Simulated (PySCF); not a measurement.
C2H8Si, charge -1, doublet, at a GFN2-xTB geometry (a state made from the parent by changing its charge; the spin is typed, not shown lowest) (in this run its highest filled SCF level lies above zero, so its values depend strongly on the basis, on diffuse functions most of all); BLYP/6-31G** run with PySCF.

The PySCF input:
```python
from pyscf import gto, scf, dft

mol = gto.Mole()
mol.atom = '''
    Si    0.03650831   -0.43358483   -0.36507031
    C     1.53191665    0.70441500    0.02861198
    C    -1.59065940   -0.00589470    0.55996042
    H     0.46723987   -1.52736043    0.70404476
    H    -0.37186829    0.39533555   -1.65687199
    H     1.34621521    1.75174062   -0.21271162
    H     2.39066361    0.39036358   -0.56581247
    H     1.83805842    0.66049603    1.07444850
    H    -2.37613688   -0.69396699    0.24532294
    H    -1.94958918    1.00202570    0.34811396
    H    -1.50324253   -0.09956824    1.64301594
'''
mol.basis = '6-31g**'
mol.charge = -1
mol.spin = 1
mol.verbose = 4
mol.build()

mf = dft.UKS(mol)
mf.xc = 'blyp'
mf.grids.atom_grid = (150, 974)
mf.kernel()
```

The log (banner, timings and long lists left out):

```
PySCF version 2.14.0

[INPUT] verbose = 4
[INPUT] num. atoms = 11
[INPUT] num. electrons = 35
[INPUT] charge = -1
[INPUT] spin (= nelec alpha-beta = 2S) = 1
[INPUT] symmetry False subgroup None
[INPUT] Mole.unit = angstrom
[INPUT] Symbol           X                Y                Z      unit          X                Y                Z       unit  Magmom
[INPUT]  1 Si     0.036508310000  -0.433584830000  -0.365070310000 AA    0.068990707171  -0.819356580466  -0.689882902110 Bohr   0.0
[INPUT]  2 C      1.531916650000   0.704415000000   0.028611980000 AA    2.894902914161   1.331151428035   0.054068806082 Bohr   0.0
[INPUT]  3 C     -1.590659400000  -0.005894700000   0.559960420000 AA   -3.005910623465  -0.011139368586   1.058171834396 Bohr   0.0
[INPUT]  4 H      0.467239870000  -1.527360430000   0.704044760000 AA    0.882955388777  -2.886292906198   1.330451775835 Bohr   0.0
[INPUT]  5 H     -0.371868290000   0.395335550000  -1.656871990000 AA   -0.702729222510   0.747075916804  -3.131034284563 Bohr   0.0
[INPUT]  6 H      1.346215210000   1.751740620000  -0.212711620000 AA    2.543978051624   3.310310013076  -0.401966705313 Bohr   0.0
[INPUT]  7 H      2.390663610000   0.390363580000  -0.565812470000 AA    4.517699478864   0.737680255205  -1.069230606164 Bohr   0.0
[INPUT]  8 H      1.838058420000   0.660496030000   1.074448500000 AA    3.473427014751   1.248156603063   2.030413399950 Bohr   0.0
[INPUT]  9 H     -2.376136880000  -0.693966990000   0.245322940000 AA   -4.490247937679  -1.311407550589   0.463593168673 Bohr   0.0
[INPUT] 10 H     -1.949589180000   1.002025700000   0.348113960000 AA   -3.684189605615   1.893554142776   0.657840044538 Bohr   0.0
[INPUT] 11 H     -1.503242530000  -0.099568240000   1.643015940000 AA   -2.840716680498  -0.188156704305   3.104850144895 Bohr   0.0

nuclear repulsion = 111.847412923801
number of shells = 44
number of NR pGTOs = 161
number of NR cGTOs = 86
basis = 6-31g**
ecp = {}

******** <class 'pyscf.dft.uks.UKS'> ********
method = UKS
initial guess = minao
damping factor = 0
level_shift factor = 0
DIIS = <class 'pyscf.scf.diis.CDIIS'>
diis_start_cycle = 1
diis_space = 8
diis_damp = 0
SCF conv_tol = 1e-09
SCF conv_tol_grad = None
SCF max_cycles = 50
direct_scf = True
direct_scf_tol = 1e-13
number electrons alpha = 18  beta = 17
XC library pyscf.dft.libxc version 7.1.2
    S. Lehtola, C. Steigemann, M. J. T. Oliveira, and M. A. L. Marques,  SoftwareX 7, 1–5 (2018)
XC functionals = blyp
    A. D. Becke,  Phys. Rev. A 38, 3098 (1988)
    C. Lee, W. Yang, and R. G. Parr,  Phys. Rev. B 37, 785 (1988)
    B. Miehlich, A. Savin, H. Stoll, and H. Preuss,  Chem. Phys. Lett. 157, 200 (1989)
radial grids:
    Treutler-Ahlrichs [JCP 102, 346 (1995); DOI:10.1063/1.469408] (M4) radial grids

becke partition: Becke, JCP 88, 2547 (1988); DOI:10.1063/1.454033
pruning grids: <function nwchem_prune>
grids dens level: 3
symmetrized grids: False
atomic radii adjust function: <function treutler_atomic_radii_adjust>
User specified grid scheme (150, 974)
small_rho_cutoff = 0
Set gradient conv threshold to 3.16228e-05
tot grids = 896944
init E= -370.151130140384

cycle= 1 E= -370.196081684807  delta_E= -0.045  |g|= 0.512  |ddm|= 2.11
cycle= 2 E= -369.975395818789  delta_E= 0.221  |g|= 0.79  |ddm|= 1.76
cycle= 3 E= -370.352384635231  delta_E= -0.377  |g|= 0.0423  |ddm|= 1.14
cycle= 4 E= -370.353710267631  delta_E= -0.00133  |g|= 0.0152  |ddm|= 0.22
cycle= 5 E= -370.353886319243  delta_E= -0.000176  |g|= 0.00389  |ddm|= 0.0491
cycle= 6 E= -370.35389757032  delta_E= -1.13e-05  |g|= 0.000636  |ddm|= 0.00769
cycle= 7 E= -370.353897865611  delta_E= -2.95e-07  |g|= 0.000182  |ddm|= 0.00169
cycle= 8 E= -370.353897890326  delta_E= -2.47e-08  |g|= 3.9e-05  |ddm|= 0.000417
cycle= 9 E= -370.353897891842  delta_E= -1.52e-09  |g|= 1.39e-05  |ddm|= 0.000146
cycle= 10 E= -370.353897892009  delta_E= -1.67e-10  |g|= 1.71e-06  |ddm|= 3.55e-05
Extra cycle  E= -370.353897892012  delta_E= -2.96e-12  |g|= 1.01e-06  |ddm|= 7.39e-06
converged SCF energy = -370.353897892012  <S^2> = 0.75165907  2S+1 = 2.0016584
```
